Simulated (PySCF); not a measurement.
Molecule: `CC(=S)c1ncccn1`, C₆H₆N₂S.

Bonds (- single, = double, # triple, : aromatic): C1-C2, C2=S3, C2-C4, C4:N5, N5:C6, C6:C7, C7:C8, C8:N9, N9:C4. C1 carries H10, H11, H12; C6 carries H13; C7 carries H14; C8 carries H15.

Frames of a GFN2-xTB Langevin trajectory at 200 K; GIAO PBE0/pcSseg-1 shieldings in PySCF 2.14, gas phase, non-relativistic; equivalent atoms averaged within each frame.

δ = σ(ref) − σ, references computed at the same level: ¹³C (σ = 186.93 ppm) and ¹H (σ = 31.72 ppm) against TMS; CS2 for ³³S (σ = 503.73 ppm); ¹⁵N (σ = 267.73 ppm) vs NH3. The references are static minima.

How do the shifts (ppm) fluctuate along the trajectory?

Results:


```
         time (fs)     C2  C6/C8     C4     C7    C1    S3  N5/N9  H13/H15   H14  H10/H11/H12
               250  251.7  162.2  152.6  127.8  43.2  1357  330.4     9.27  7.35         4.03
               425  264.9  167.6  158.7  128.1  48.1  1368  344.7     9.85  7.40         3.93
               625  257.5  165.0  157.4  131.9  42.8  1269  338.4     9.11  7.40         3.54
               800  275.6  162.4  160.3  129.9  44.6  1275  315.9     8.71  7.22         3.29
              1000  262.3  165.8  162.7  128.8  43.6  1396  344.1     9.60  8.24         4.25
    mean of frames  262.4  164.6  158.3  129.3  44.5  1333  334.7     9.31  7.52         3.81
standard deviation    8.9    2.3    3.8    1.6   2.1    57   12.0     0.44  0.41         0.39
```

5 frames give an uncertainty of the mean of about the standard deviation over 2.2 at best, since frames this close in time may not be independent; classical motion lacks zero-point vibration, and the reference would need the same averaging.
